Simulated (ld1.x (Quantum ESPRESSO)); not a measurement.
# Transferability test, TM semilocal potential for Bi (Z = 83)

bismuth (Bi), norm-conserving Troullier–Martins (semilocal form), made with ld1.x (Quantum ESPRESSO) 7.5 (PBEsol, scalar-relativistic). Core [Kr] 4d10 4f14, reference 5s2 5p6 5d10 6s2 6p2 (charge +1). Waves: 5p (bound): rc 1.25 bohr; 5d (bound): rc 1.60 bohr; 5s (bound): rc 1.05 bohr. Local part: the s channel. Core correction: a·sin(br)/r model core inside 0.65 bohr.

Occupied shells without a wave of their own: 6p, 6s. They enter only through the test configuration that unscreens the potential, and ld1.x also counts them in the model core charge.

Energies are relative to the spin-unpolarised reference configuration 5s2 5p6 5d10 6s2 6p2; without spin polarisation the order of configurations can differ from experiment.

ld1.x takes every shell without a wave as core, so the model core holds the 6p, 6s electrons as well and exchange and correlation see them twice. This cancels in the reference configuration, but the file is broken for other ones, and its errors say nothing about a proper core correction.

```csv
valence configuration,charge,ΔE all-electron (eV),error AE − PS (meV)
5s2 5p6 5d10 6s2 6p3,0,-7.949,+145
5s2 5p6 5d10 6s2 6p1,+2,15.290,-565
5s2 5p6 5d10 6s2 6p0,+3,38.647,-1670
5s2 5p6 5d10 6s1 6p3,+1,10.856,-754
5s2 5p5 5d10 6s2 6p3,+1,95.239,+344
5s2 5p6 5d9 6s2 6p3,+1,25.363,+396
5s2 5p6 5d9 6s2 6p4,0,16.214,+474
```

The potential misses its own reference levels by up to 1.0 eV, so it is not fit for use.
